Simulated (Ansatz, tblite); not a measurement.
Cost and result up the ladder for K₂Sn₂Cl₆ (10 atoms). The state is a singlet with charge 0. Geometry: r2SCAN-D4/def2-SVP.

```xyz
10

K     1.977   -1.308   -0.594
K    -1.437    0.751    0.263
Sn   -0.372    0.712    3.874
Sn    0.009   -0.288   -3.690
Cl    0.749   -0.754    2.063
Cl    2.147   -1.573   -3.619
Cl    0.811    1.341   -1.907
Cl   -2.627    0.064    3.019
Cl   -0.274    2.696    2.366
Cl   -0.985   -1.642   -1.776
```

Ansatz on 6 threads of Intel Xeon on a shared host; xTB runs through tblite on one thread. Times are rough, summed over both states, and most runs start from the orbitals of an earlier one. PBE0-D4/def2-TZVP serves as the yardstick here, not as an exact answer. The other state is a doublet.

In the def2 sets Sn takes a core potential; there is no spin–orbit coupling. The xTB rows come from tblite. The structure comes from a short search, and lower isomers may exist.

Raw xTB energies of ions are shifted by several eV.

```json
{"level": "GFN1-xTB", "functions": "80", "wall time": "0.22 s", "vertical IE (eV)": "14.22", "difference from PBE0-D4/def2-TZVP (eV)": "5.47"}
{"level": "GFN2-xTB", "functions": "80", "wall time": "0.32 s", "vertical IE (eV)": "12.94", "difference from PBE0-D4/def2-TZVP (eV)": "4.19"}
{"level": "PBE-D4/def2-TZVP", "functions": "388", "wall time": "46 s", "vertical IE (eV)": "8.27", "difference from PBE0-D4/def2-TZVP (eV)": "-0.48"}
{"level": "PBE0-D4/def2-TZVP", "functions": "388", "wall time": "1.8 min", "vertical IE (eV)": "8.75", "difference from PBE0-D4/def2-TZVP (eV)": "0.00"}
{"level": "B97M-V/def2-TZVP", "functions": "388", "wall time": "2.7 min", "vertical IE (eV)": "8.39", "difference from PBE0-D4/def2-TZVP (eV)": "-0.35"}
```
